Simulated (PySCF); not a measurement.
**NMR problem set**

- shielding tensors at PBE0/pcSseg-1 (GIAO)
- structure optimised with GFN2-xTB
- J: B3LYP/pcJ-1 (spin–dipole term left out of most H,H and C,H couplings)
- program: PySCF 2.14
- a single conformation, non-relativistic Hamiltonian, isolated molecule, rapidly exchanging positions averaged

Scale: $^{1}$H (31.72 ppm) and $^{13}$C (186.93 ppm) against TMS (reference shieldings calculated alike). Multiplet labels drop J under 1 Hz and among equivalent protons, and merge close values. Unscaled 3J(H,H) run several per cent high. Splittings of carbon signals by F and P are missing where no couplings were computed. Where no couplings were computed, multiplicities follow the n + 1 count of equivalent neighbours, and m marks all less simple cases (inequivalent or close neighbours, rings, F or P nearby). One-bond C–F couplings are unscaled and too large by tens of Hz. Acid and N–H amide carbonyl carbons lie up to 10 ppm further downfield in solution (hydrogen bonding). Shifts are as computed. Against solution values, carbons near 30 ppm lie about +3 ppm off and those near 130 ppm about +5 ppm. Of 1211 compounds with measured shifts, 218 miss one by over three times the rms of a fit or turn the order of signals round; such compounds aren't used in these exercises. OH and NH positions are gas-phase values without hydrogen bonding to other molecules.

(1) C₆H₉F₂NO. $^{1}$H NMR (300 MHz, computed): δ 6.06 (m, 1H), 4.67 (br, 1H), 3.62 (m, 1H), 3.43 (m, 1H), 2.48 (m, 1H), 2.41 (m, 1H), 2.31 (m, 1H), 2.14 (m, 1H), 1.75 (m, 1H). $^{13}$C{$^{1}$H} NMR (computed): δ 167.3 (C), 123.3 (CH), 41.5 (CH2), 40.6 (CH), 34.5 (CH2), 25.8 (CH2). Give a structure.

(2) C₄H₂F₄O. $^{1}$H NMR (300 MHz, computed): δ 7.27 (qdd, J = 2.1, 1.6, 1.5 Hz, 1H), 7.24 (d, J = 1.6 Hz, 1H). $^{13}$C{$^{1}$H} NMR (computed): δ 158.6 (C, d, J = 407.4 Hz), 147.2 (CH2, quint, J = 3.3 Hz), 136.7 (C, dq, J = 63.7, 33.0 Hz), 129.8 (C, qd, J = 342.5, 8.6 Hz). Give a structure.

(3) C₆H₇N₃. $^{1}$H NMR (600 MHz, computed): δ 9.84 (s, 1H), 8.63 (s, 1H), 1.82 (m, 1H), 1.61 (m, 2H), 1.29 (m, 2H). $^{13}$C{$^{1}$H} NMR (computed): δ 171.9, 160.7, 152.4, 17.5, 16.5. Give a structure.

Answers

(1) SMILES C1C[C@@H](C(F)F)CC(=O)N1. Rings plus π bonds: 2 (1 ring in the answer). 6 carbon signals for 6 carbons: no two carbons are equivalent. Carbon types of the structure: 1 × C, 2 × CH, 3 × CH2, leaving 1 H on heteroatoms. δC 167.3: amide carbonyl carbon; lone-pair donation from the attached heteroatom keeps it upfield of a ketone carbonyl. δC 123.3: sp3 CH bonded to 2 F; 2 electronegative neighbours deshield it. δH 6.06: hydrogen on an sp3 CH bonded to 2 F; its carbon carries F, an electronegative neighbour. δH 2.48, 2.41: hydrogen on an sp3 CH2 α to a carbonyl; α to C=O.

The shifts were computed for this structure.

(2) SMILES C=C(C(=O)F)C(F)(F)F. Rings plus π bonds: 2 (no ring in the answer). 4 carbon signals for 4 carbons: no two carbons are equivalent. Carbon types of the structure: 3 × C, 1 × CH2, which accounts for all hydrogens. δC 158.6: carbonyl carbon. δC 147.2: β carbon of a C=C–C=O unit; conjugation with the carbonyl draws π density from the β position. δC 136.7: α carbon of a C=C–C=O unit; the olefinic region. δC 129.8: CF3 carbon; 3 electronegative neighbours deshield it.

The shifts were computed for this structure.

(3) SMILES c1ncc(C2CC2)nn1. Rings plus π bonds: 5 (2 rings in the answer). 5 carbon signals for 6 carbons: some carbons are equivalent by symmetry or fast rotation. Carbon types of the structure: 1 × C, 3 × CH, 2 × CH2, which accounts for all hydrogens. δC 171.9: substituted aromatic carbon next to a ring nitrogen. δC 152.4: aromatic CH next to a ring nitrogen; the adjacent pyridine-type nitrogen withdraws density from it. δH 9.84: hydrogen on an aromatic CH between two ring heteroatoms; it sits in the deshielding region of the aromatic ring current. δH 8.63: hydrogen on an aromatic CH next to a ring nitrogen; ring current plus the neighbouring ring nitrogen.

The data come from this structure; uniqueness wasn't tested.
